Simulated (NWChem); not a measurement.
C2H4BFO2; SMILES C1OB(OC1)F

```xyz
10

F      0.0000     0.0000    -2.0972
B      0.0000     0.0000    -0.7737
O      0.0418    -1.1533    -0.0392
C     -0.0597    -0.7752     1.3409
C      0.0597     0.7752     1.3409
O     -0.0418     1.1533    -0.0392
H     -1.0245    -1.1186     1.7311
H      0.7387    -1.2622     1.9088
H      1.0245     1.1186     1.7311
H     -0.7387     1.2622     1.9088
```
Atoms are numbered in this order, from 1.

Program: NWChem. Structure relaxed at the B3LYP/6-31G* (spherical d) level.

Problem. Estimate the computed values for CAM-B3LYP/def2-TZVP. Quantities: highest occupied level (eV); orbital gap (eV); dipole (D).

Solution. The highest occupied level (eV) is -9.87 and the orbital gap (eV) comes out as 11.23. The dipole (D) comes out as 3.46.
